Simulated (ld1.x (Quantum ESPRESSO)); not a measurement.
## Plane-wave convergence, TM potential for V

```json
{
 "Element": "vanadium (V)",
 "Generator": "ld1.x (Quantum ESPRESSO) 7.5",
 "Type": "norm-conserving Troullier–Martins (Kleinman–Bylander form)",
 "Functional": "LDA (PZ)",
 "Relativity": "scalar-relativistic",
 "Frozen core": "[Ne]",
 "Valence charge": "13",
 "Reference configuration": "3s2 3p6 3d4 4s1 4p0",
 "Partial waves": "3p (bound): rc 1.20 bohr; 3d (bound): rc 1.45 bohr; 3s (bound): rc 0.88 bohr",
 "Local potential": "the s channel",
 "Core correction": "a·sin(br)/r model core, default radius (core density twice the valence density)"
}
```

Occupied shells without a wave of their own: 4s. They enter only through the test configuration that unscreens the potential, and ld1.x also counts them in the model core charge.

The pseudo-atom Hamiltonian at the reference potential is diagonalised in spherical Bessel functions j_l(qr) that vanish at 20 bohr, with q² up to the cutoff. All-electron valence levels (Ry): 3p -2.9722, 4p -0.0838, 3d -0.1931, 3s -4.8633, 4s -0.2975.

Q: How do the lowest levels (Ry) of each channel move with the cutoff, and are there ghosts?

A:

| cutoff (Ry) | p #1 | p #2 | d #1 | d #2 | s #1 | s #2 | f #1 | f #2 | Σ f·Δε (mRy) |
| --- | --- | --- | --- | --- | --- | --- | --- | --- | --- |
| 8 | -1.5086 | -0.0335 | 0.0454 | 0.1192 | -4.0877 | -0.2427 | 0.1053 | 0.2260 | 11343.6 |
| 21 | -2.7420 | -0.0743 | 0.0415 | 0.1080 | -4.2704 | -0.2556 | 0.1053 | 0.2259 | 3549.6 |
| 50 | -2.9707 | -0.0840 | -0.0639 | 0.0592 | -4.8094 | -0.2947 | 0.1053 | 0.2259 | 638.7 |
| 90 | -2.9720 | -0.0840 | -0.1909 | 0.0544 | -4.8419 | -0.2980 | 0.1053 | 0.2259 | 54.2 |
| 180 | -2.9722 | -0.0840 | -0.1930 | 0.0543 | -4.8627 | -0.2994 | 0.1053 | 0.2259 | 1.6 |
| 350 | -2.9722 | -0.0840 | -0.1931 | 0.0543 | -4.8634 | -0.2995 | 0.1053 | 0.2259 | 0.0 |
| 400 | -2.9722 | -0.0840 | -0.1931 | 0.0543 | -4.8634 | -0.2995 | 0.1053 | 0.2259 | 0.0 |

Result: no extra level below or beside the all-electron valence levels (p, d, s, f tested); 10 mRy is reached at 140 Ry and 1 mRy at 260 Ry.

ld1.x takes every shell without a wave as core, so the model core holds the 4s electrons as well and exchange and correlation see them twice. This cancels in the reference configuration, but the file is broken for other ones, and its errors say nothing about a proper core correction. Its largest configuration-test error is -456 meV.
